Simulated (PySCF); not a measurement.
F2HIOSi, SMILES F[Si](F)(I)O.

The structure is a stationary point at PBE0-D3(BJ)/def2-SVP. This is a generated structure with no PubChem entry under its InChIKey; it may be hypothetical. The def2 effective core potentials stand for the cores of I; spin–orbit coupling is left out. One conformer was computed; it need not be the lowest.

These are CAM-B3LYP/def2-TZVP (PySCF) values and carry that method's errors.

Gas-phase values at a fixed geometry.

```json
{
  "total_energy": "-863.03145 hartree",
  "point_group": "Cs",
  "highest_occupied_level": "-9.56 eV",
  "lowest_empty_level": "0.36 eV",
  "orbital_gap": "9.92 eV",
  "dipole_moment": "1.32 D",
  "quadrupole, principal values (traceless, Buckingham form, about the centre of nuclear charge)": "-7.35, -6.48, 13.84 D·Å",
  "mean_static_polarisability": "52.8 bohr³ (7.83 Å³)",
  "polarisability_principal_values": "44.3, 46.4, 67.9 bohr³"
}
```
